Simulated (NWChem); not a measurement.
# SnH₃O₃, doublet; SMILES [OH][Sn]([OH])[OH]

```xyz
7

Sn     0.0000     0.0000     0.2858
O      1.6288     0.8453    -0.5064
H      2.2995     0.1801    -0.7122
O     -0.0824    -1.8332    -0.5064
H     -0.9937    -2.0815    -0.7122
O     -1.5464     0.9880    -0.5064
H     -1.3058     1.9014    -0.7122
```
Atoms are numbered in this order, from 1.

Results from NWChem. Spin-unrestricted. In the optimisation the excess spin sits in a (C3, its own frame). Geometry: optimised at PBE0/def2-SVP, spin-unrestricted. The spin multiplicity was typed, not searched, and may not be the lowest. No stability test was run on the SCF state. def2 effective core potentials on Sn; no spin-orbit coupling. Level MN15/def2-SVP: energy and gradient on several grids; changes count from the extra-fine grid, which is no exact limit either.

```json
[
 {"grid": "xcoarse", "size of the energy change (μHa)": "20000", "largest change of a gradient component (μHa/bohr)": "10000", "time, medium = 1 (rough)": "about 1"},
 {"grid": "coarse", "size of the energy change (μHa)": "2000", "largest change of a gradient component (μHa/bohr)": "300", "time, medium = 1 (rough)": "about 1"},
 {"grid": "medium", "size of the energy change (μHa)": "< 10", "largest change of a gradient component (μHa/bohr)": "100", "time, medium = 1 (rough)": "about 1"},
 {"grid": "fine", "size of the energy change (μHa)": "< 10", "largest change of a gradient component (μHa/bohr)": "< 30", "time, medium = 1 (rough)": "about 1"},
 {"grid": "xfine", "size of the energy change (μHa)": "< 10", "largest change of a gradient component (μHa/bohr)": "< 30", "time, medium = 1 (rough)": "2"}
]
```
